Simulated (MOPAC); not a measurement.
Input file for MOPAC: PM3 on FHSn (SMILES [F][SnH]), a point of a bond scan (R = 5.295 Å).

```
PM3 1SCF PRECISE CHARGE=0 THREADS=1
FHSn

Sn    -0.09096150 1    -0.17370643 1     0.21890608 1
H     -1.03509234 1    -1.08911628 1    -1.00040016 1
F      1.82958479 1     3.22763229 1    -3.35561147 1
```

It printed:

```
*******************************************************************************
 **                                                                           **
 **                              MOPAC v23.2.5                                **
 **                                                                           **
 *******************************************************************************
 ** MOPAC's Digital Object Identifier: https://doi.org/10.5281/zenodo.6511958 **
 **                                                                           **
 ** Please cite the open-source release paper for use of this MOPAC version:  **
 ** J. E. Moussa and J. J. P. Stewart (2026)                                  **
 ** MOPAC: An open-source semiempirical molecular orbital program             **
 ** J. Open Source Softw., 11(119), 8025, https://doi.org/10.21105/joss.08025 **
 *******************************************************************************

                              PM3 CALCULATION RESULTS

 *******************************************************************************
 *  PM3        - The PM3 Hamiltonian to be used
 *
 *
 *
 *                 CHARGE ON SYSTEM = 0
 *
 *
 *
 *  PRECISE    - TIGHTER CRITERIA TO BE USED
 *  1SCF       - DO 1 SCF AND THEN STOP
 *  THREADS=1  - MULTI-THREADING NOT USED
 *  T=         - A TIME OF 172800.0 SECONDS REQUESTED
 *  DUMP=N     - RESTART FILE WRITTEN EVERY 7200.0 SECONDS REQUESTED
 *******************************************************************************
PM3 1SCF PRECISE CHARGE=0 THREADS=1
 FHSn

   ATOM   CHEMICAL          X               Y               Z
  NUMBER   SYMBOL      (ANGSTROMS)     (ANGSTROMS)     (ANGSTROMS)

     1      Sn         -0.09096150  *  -0.17370643  *   0.21890608  *
     2       H         -1.03509234  *  -1.08911628  *  -1.00040016  *
     3       F          1.82958479  *   3.22763229  *  -3.35561147  *



          CARTESIAN COORDINATES

    NO.       ATOM           X           Y           Z

     1        Sn         -0.0910     -0.1737      0.2189
     2         H         -1.0351     -1.0891     -1.0004
     3         F          1.8296      3.2276     -3.3556

  H: (PM3): J. J. P. STEWART, J. COMP. CHEM. 10, 209 (1989).
  F: (PM3): J. J. P. STEWART, J. COMP. CHEM. 10, 209 (1989).
 Sn: (PM3): J. J. P. STEWART, J. COMP. CHEM. 12, 320-341 (1991).

           Empirical Formula: H Sn F  =     3 atoms



      MOLECULAR POINT GROUP   :   Cs


      RHF CALCULATION, NO. OF DOUBLY OCCUPIED LEVELS = 6


 -------------------------------------------------------------------------------
 PM3 1SCF PRECISE CHARGE=0 THREADS=1
 FHSn



     1SCF WAS SPECIFIED, SO BFGS WAS NOT USED
     SCF FIELD WAS ACHIEVED


                              PM3 CALCULATION
                                                       MOPAC v23.2.5 Linux




          FINAL HEAT OF FORMATION =        129.66056 KCAL/MOL =     542.49977 KJ/MOL


          COSMO AREA              =        119.41 SQUARE ANGSTROMS
          COSMO VOLUME            =         95.03 CUBIC ANGSTROMS

          IONIZATION POTENTIAL    =          6.870362 EV
          HOMO LUMO ENERGIES (EV) =         -6.870 -4.026
          NO. OF FILLED LEVELS    =          6
          MOLECULAR WEIGHT        =        138.6963         POINT GROUP:  Cs

          MOLECULAR DIMENSIONS (Angstroms)

            Atom       Atom       Distance
            F     3    H     2     5.69102
           Sn     1    F     3     1.66549
            F     3    H     2     0.00000


          SCF CALCULATIONS        =          1





   ATOM   CHEMICAL          X               Y               Z
  NUMBER   SYMBOL      (ANGSTROMS)     (ANGSTROMS)     (ANGSTROMS)

     1      Sn         -0.09096150  *  -0.17370643  *   0.21890608  *
     2       H         -1.03509234  *  -1.08911628  *  -1.00040016  *
     3       F          1.82958479  *   3.22763229  *  -3.35561147  *

                             CARTESIAN COORDINATES

   1   Sn       -0.090961500    -0.173706430     0.218906080
   2    H       -1.035092340    -1.089116280    -1.000400160
   3    F        1.829584790     3.227632290    -3.355611470


           Empirical Formula: H Sn F  =     3 atoms



      MOLECULAR POINT GROUP   :   Cs


                  EIGENVALUES
 -15.67117 -12.55114 -11.84874  -8.59877  -8.59781  -6.87036  -4.02576  -3.88701
  -0.78915


              NET ATOMIC CHARGES AND DIPOLE CONTRIBUTIONS

  ATOM NO.   TYPE          CHARGE      No. of ELECS.   s-Pop       p-Pop
    1         Sn           0.992286        3.0077     1.90043     1.10729
    2          H          -0.309438        1.3094     1.30944
    3          F          -0.682848        7.6828     1.99997     5.68288
 DIPOLE           X         Y         Z       TOTAL
 POINT-CHG.    -4.896    -9.795    13.536    17.411
 HYBRID        -1.022    -0.841    -1.910     2.323
 SUM           -5.918   -10.636    11.626    16.832


          ATOMIC ORBITAL ELECTRON POPULATIONS

     Atom    s        px        py        pz
    1 Sn   1.90043   0.24133   0.30371   0.56225
    2  H   1.30944
    3  F   1.99997   1.95981   1.86685   1.85623

 **********************
 *                    *
 * JOB ENDED NORMALLY *
 *                    *
 **********************




 == MOPAC DONE ==
```

The run finished.

Cost: roughly 0.04 core-seconds.
